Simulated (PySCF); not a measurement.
C7H15, doublet, at a GFN2-xTB geometry. Base run: DF-CAMB3LYP/def2-SVP run with PySCF.

Input for PySCF:
```python
from pyscf import gto, scf, dft

mol = gto.Mole()
mol.atom = '''
    C     3.44192336   -0.73486363    0.04658203
    C     2.62839763    0.48474402    0.23566238
    C     1.26160319    0.43482502    0.79243275
    C     0.19618755    0.16618763   -0.29705410
    C    -1.21313320    0.13266049    0.28481984
    C    -2.26885473   -0.13507728   -0.78581104
    C    -3.67511775   -0.16282675   -0.19943097
    H     3.11572604   -1.52883111    0.71610080
    H     4.49925606   -0.53113472    0.22581118
    H     3.36927083   -1.11413431   -0.98145621
    H     2.95578184    1.39159251   -0.24541050
    H     1.18798786   -0.35963852    1.54017618
    H     1.01481522    1.38579437    1.27326812
    H     0.26164374    0.94756240   -1.05708268
    H     0.41762075   -0.78807423   -0.77913625
    H    -1.42723038    1.08807996    0.77010131
    H    -1.27070297   -0.64613482    1.04926916
    H    -2.21022199    0.64154810   -1.55191759
    H    -2.05798015   -1.09197875   -1.26898015
    H    -3.91197403    0.79033551    0.26852961
    H    -4.41108089   -0.35580507   -0.97659307
    H    -3.75894816   -0.94307825    0.55411493
'''
mol.basis = 'def2-svp'
mol.spin = 1
mol.verbose = 4
mol.build()

mf = dft.UKS(mol)
mf.xc = 'camb3lyp'
mf = mf.density_fit(auxbasis='def2-universal-jkfit')
mf.kernel()
```

Variants of this job, named by their change:

```
change                                                                            ΔE vs base (mEh)  SCF cycles  <S^2>                outcome
--------------------------------------------------------------------------------  ----------------  ----------  -----  ---------------------
base                                                                                         0.000          11  0.754              converged
solver = newton                                                                              0.000           -  0.754              converged
init_guess = vsap                                                                            0.000          12  0.754              converged
solver = newton; init_guess = 1e                                                                 -           -      -  cut at the time limit
diis_space = 4                                                                               0.000          11  0.754              converged
level_shift = 0.5 (with mf.max_cycle = 100)                                                  0.000          17  0.754              converged
conv_tol = 1e-6                                                                              0.000           7  0.754              converged
diis_space = 20                                                                              0.000          11  0.754              converged
DIIS = ADIIS                                                                                 0.000          15  0.754              converged
conv_tol = 1e-11                                                                             0.000          13  0.754              converged
diis = off; damp = 0.6 (with mf.diis_start_cycle = 200; with mf.max_cycle = 150)             0.000          29  0.754              converged
conv_tol = 1e-4                                                                              0.004           5  0.754              converged
```

Open shells are given as the SCF converged; they aren't shown to be the lowest states, and a large step between rows can be another state.
